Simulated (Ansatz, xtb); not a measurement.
## A geometry optimisation of CH4OSe+ with r2SCAN-D4/def2-SVP

The starting geometry of this gas-phase doublet was built from a drawn formula by distance geometry and a force field; its bonds are those of `C1[OH+][SeH]1`.

```yaml
atoms:
  - { symbol: C, position_ang: [-1.6208, -0.8331, 0.0513] }
  - { symbol: O, position_ang: [-0.9452, 0.0058, 0.8929] }
  - { symbol: Se, position_ang: [-1.1608, -1.6748, 1.7112] }
  - { symbol: H, position_ang: [-2.6910, -0.5697, -0.0985] }
  - { symbol: H, position_ang: [-0.9907, -1.1444, -0.8569] }
  - { symbol: H, position_ang: [0.0256, 0.0126, 0.6591] }
  - { symbol: H, position_ang: [-2.4919, -1.2635, 2.3783] }
```

Where would you expect an optimisation with r2SCAN-D4/def2-SVP to take it?

A bond breaks, giving a structure given below by its coordinates. Contacts that open: O2–Se3 (1.88 → 2.64 Å).

The energy falls by 2.22 eV over 10 steps:

```csv
step,E − E(last) (eV)
1,2.220
2,0.786
3,0.132
4,0.029
5,0.010
6,0.003
7,0.002
8,0.000
9,0.000
10,0.000
```

Final geometry (Å):

```tsv
atom	x (Å)	y (Å)	z (Å)
C	-1.5273	-0.7751	0.1314
O	-0.8877	0.2882	0.7039
Se	-1.4616	-2.0973	1.6899
H	-2.5809	-0.5495	-0.0731
H	-1.0189	-1.2657	-0.7126
H	0.0733	0.2687	0.5387
H	-2.4717	-1.3365	2.4593
```

From the same start GFN2-xTB reaches the same bonding as this run.

No frequencies were run, so the end isn't proven a minimum. Open shells are spin-unrestricted. Run with Ansatz 0.2.0, 84 s on 1 thread of Arm Neoverse V1, with other jobs on the host.
